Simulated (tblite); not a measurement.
Species: C₄H₈OPSi (doublet state).
SMILES with atom numbers: `[PH2:1][Si@H:2]1[CH2:3][CH2:4][CH:5]=[C:6][O:7]1` (hydrogens: H8, H9 on P1; H10 on Si2; H11, H12 on C3; H13, H14 on C4; H15 on C5)

Structure optimised with GFN2-xTB, isolated species. This method treats the open shell by occupation alone, without spin polarisation.

List the bond lengths, angles and torsions at this level.

```
        bond  length (Å)   order
      P1–Si2       2.230  single
      Si2–C3       1.907  single
       C3–C4       1.525  single
       C4–C5       1.527  single
       C5=C6       1.303  double
       C6–O7       1.312  single
      Si2–O7       1.655  single
P1–H8, P1–H9       1.383  single
     Si2–H10       1.471  single
      C3–H11       1.093  single
      C3–H12       1.089  single
      C4–H13       1.095  single
      C4–H14       1.092  single
      C5–H15       1.076  single
```

Bonds in one row agree within 0.01 Å and their mean is given. Orders are formal, as drawn. A selection of angles:
```
     angle  degrees
 Si2–P1–H8     94.0
  H8–P1–H9     92.8
 P1–Si2–C3    112.8
 P1–Si2–O7    103.9
P1–Si2–H10    118.4
 C3–Si2–O7    102.0
C3–Si2–H10    110.8
O7–Si2–H10    107.1
 Si2–C3–C4    110.0
Si2–C3–H11    108.7
Si2–C3–H12    112.8
 C4–C3–H11    109.0
 C4–C3–H12    109.2
H11–C3–H12    107.0
  C3–C4–C5    113.4
 C3–C4–H13    109.7
 C3–C4–H14    110.0
 C5–C4–H13    108.0
 C5–C4–H14    107.7
H13–C4–H14    107.8
  C4–C5–C6    121.8
 C4–C5–H15    116.6
 C6–C5–H15    121.5
  C5–C6–O7    131.9
 Si2–O7–C6    121.7
```

Dihedral angles: P1–Si2–C3–C4 155° (antiperiplanar); Si2–C3–C4–C5 -47° (synclinal); C3–C4–C5–C6 28° (synperiplanar); C4–C5–C6–O7 -2° (synperiplanar); C5–C6–O7–Si2 3° (synperiplanar); P1–Si2–O7–C6 -140° (anticlinal).

The 6-membered ring Si2–C3–C4–C5–C6–O7 has internal angles of 102.0° to 131.9° (sum 701°, against 720° for a flat polygon); it is puckered, 0.19 Å rms from its mean plane, widest ring torsion 47°. Si2 (silicon bonded to C, O, P and H) is distorted tetrahedral (angles from 102.0° to 118.4°). C5 (carbon bonded to 2 C and H) is planar (angles 121.8°, 121.5° and 116.6°, sum 360.0°, 0.01 Å off the plane of its three neighbours). P1 (phosphorus bonded to Si and 2 H) is pyramidal (angles 94.4°, 94.0° and 92.8°, sum 281.2°, 0.84 Å off the plane of its three neighbours). O7 (oxygen bonded to C and Si) is bent (angle 121.7°). The 3 C–C bonds span 1.303 Å (C5=C6, drawn double) to 1.527 Å (C4–C5, drawn single), a spread of 0.224 Å.

Point group: C1 (no symmetry element, even within 0.4 Å). Its GFN2-xTB frequencies are all real (lowest 68 cm⁻¹). Torsions: H–P1–Si2–C3 85° and 178°, P1–Si2–C3–C4 155°, Si2–C3–C4–C5 -47°, C3–C4–C5–C6 28°, C5–C6–O7–Si2 3°. 2 starts were optimised and ended at 0.00 and 1.89 kcal/mol (GFN2-xTB); the lowest of these is shown.

One conformer stands for the species.

These are computed values.
